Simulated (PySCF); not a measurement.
Si(H)2(OH)(NH2) (H₅NOSi), SMILES O[SiH2]N. Atoms are numbered in the order given.

```xyz
8

Si    -0.3432    -0.3147    -0.0062
N      1.3136    -0.6901     0.1106
O     -0.5926     1.3177    -0.0955
H     -1.0159    -0.8549     1.2035
H     -0.8709    -0.9647    -1.2338
H      1.9197    -0.5903    -0.6890
H      1.8181    -0.5213     0.9671
H     -1.5005     1.6250    -0.1712
```
Charge 0, spin multiplicity 1.

Geometry: r2SCAN-D4/def2-TZVP. The geometry has at least one imaginary mode, so it is a saddle point at that level. Other conformers were not sampled.

These are PBE0/pcSseg-2 run with PySCF values and carry that method's errors.

GIAO shieldings, no solvent; atoms alike by connectivity are averaged. δ = σ(ref) − σ: ²⁹Si against TMS (σ = 341.9 ppm); ¹⁵N against NH3 (σ = 263.3 ppm); ¹⁷O against H2O (σ = 327.8 ppm); ¹H against TMS (σ = 31.54 ppm), references at their B3LYP-D3(BJ)/def2-TZVP geometries, non-relativistic.

```csv
atoms,nucleus,count,δ (ppm)
Si1,²⁹Si,1,[?]
N2,¹⁵N,1,[?]
O3,¹⁷O,1,52.3
"H4, H5",¹H,2,[?]
"H6, H7",¹H,2,1.38
H8,¹H,1,0.95
```

Question: Complete the blanks. (An estimate is asked for; the answer gives what the named calculation found.)

Answer: 
- Si1, δ (ppm): -33.5
- H4, H5, δ (ppm): 5.12
- N2, δ (ppm): 30.3
